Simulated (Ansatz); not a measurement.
Calculated with Ansatz (gas phase, PBE0-D4/def2-TZVP geometries, no zero-point term in ΔE). CBS: MP2 limit from def2 TZ/QZ plus the TZ coupled-cluster correction, frozen cores. This one scheme is used for every species. Functionals use def2-TZVPP. Triplets are unrestricted, without spin–orbit coupling. Each species was taken in one conformer, which may not be the lowest.

Reaction (formal loss of a carbene): `C[SiH2]SSC` → `[CH2]` (triplet) + `C[SiH2]SS`

| level | ΔE (eV) |
| --- | --- |
| B97M-V | 4.57 |
| HF/def2-TZVPP | 2.98 |

Problem. What does CCSD(T)/CBS give? (An estimate is asked.)

Solution. Ansatz gave: +4.57 eV. The listed levels differ from it by 0.00, -1.59 eV.

Largest T1 diagnostic among the species: 0.011.

Leaving LDA and LC-ωPBE aside and taking each functional with its dispersion term where it has one, the values, not all of them listed here, spread over 0.37 eV, from r2SCAN0-D4 to ωB97X-V. LDA lies +0.74 eV from PBE without D4. From PBE to PBE0 (25 % exact exchange), in def2-TZVPP and without D4, ΔE moves by −0.10 eV. In def2-TZVPP, CCSD(T) changes the Hartree–Fock value by +1.45 eV (the triples alone add +0.14 eV) and MP2 by +1.62 eV.
